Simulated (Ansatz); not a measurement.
Job for Ansatz (a quantum-chemistry and plane-wave program): R-CCSD(T)/cc-pVDZ on BH4NO2 (SMILES NB(O)O), a point of a torsion scan.

Ansatz 0.2 input:
```yaml
crystal:
  periodic: [false, false, false]
  atoms:
    - {symbol: N, position_ang: [1.19843180, -0.13254973, 0.28618765]}
    - {symbol: B, position_ang: [-0.16925633, 0.09882816, 0.04403252]}
    - {symbol: O, position_ang: [-1.05616019, -0.92086792, -0.21935779]}
    - {symbol: O, position_ang: [-0.63549075, 1.37421863, 0.14903729]}
    - {symbol: H, position_ang: [1.83104413, 0.62708074, 0.45183299]}
    - {symbol: H, position_ang: [1.65179239, -1.01966181, 0.17279883]}
    - {symbol: H, position_ang: [-0.81120228, -1.77183665, 0.13447656]}
    - {symbol: H, position_ang: [-1.57644851, 1.43152793, -0.01153319]}
basis:
  gaussian:
    orbitals: cc-pVDZ
magnetization: {spin_polarized: false}
correlation: {method: ccsd_t, electrons: outside_noble_gas}
scf: {lower_state_search: off}
```

Output:

```
WARN ansatz: RAYON_NUM_THREADS=2 ignored (pool sized by the plan → 2); use --threads N
Functional definition: HF
these checks for a lower state are left out or cut short: stability, starts, cluster_reference, orbital_swaps, neighbouring_geometries, increment
integrals: 0.05 GiB planned
697 factors; integrals over basis functions are off by at most 1.2e-3 eV
mean field: 0.13 GiB planned
mean field evaluation 1: about -6291.6745 eV, gradient 4.6e1 eV
mean field evaluation 2: about -6291.6765 eV, gradient 4.6e1 eV
mean field evaluation 4: about -6295.6364 eV, gradient 2.8e0 eV
mean field evaluation 8: about -6295.6611 eV, gradient 9.2e-5 eV
mean field -6295.66111472 eV, -231.3612786136 hartree, gradient 9.6e-7 eV, S^2 0.000000; 0 other end points of the search recorded, 0 dependent functions left out
4 core orbitals not correlated
reference -6295.66111472 eV, -231.3612786136 hartree; 12, 12 occupied and 60, 60 virtual orbitals, 697 factors
second order -16.97641602 eV of doubles, -0.00000000 eV of singles
coupled cluster: 0.20 GiB planned
cycle   1  -17.22087837 eV  change   -2.4e-1 eV  update   8.0e-2
cycle   2  -17.56061089 eV  change   -3.4e-1 eV  update   2.2e-2
cycle   3  -17.64913518 eV  change   -8.9e-2 eV  update   1.1e-2
cycle   4  -17.64295073 eV  change    6.2e-3 eV  update   2.3e-3
cycle   5  -17.64182163 eV  change    1.1e-3 eV  update   8.4e-4
cycle   6  -17.64196770 eV  change   -1.5e-4 eV  update   2.5e-4
cycle   7  -17.64183518 eV  change    1.3e-4 eV  update   7.3e-5
cycle   8  -17.64178804 eV  change    4.7e-5 eV  update   2.3e-5
cycle   9  -17.64178563 eV  change    2.4e-6 eV  update   8.8e-6
perturbative correction -0.40158425 eV, -0.0147579490 hartree
Total energy: -6313.70448460 eV, -232.0243602264 hartree
Checks for a lower state left out: stability, starts, cluster_reference, orbital_swaps, neighbouring_geometries, increment
```

The run converged.

Cost: around 6 core-seconds (rough).
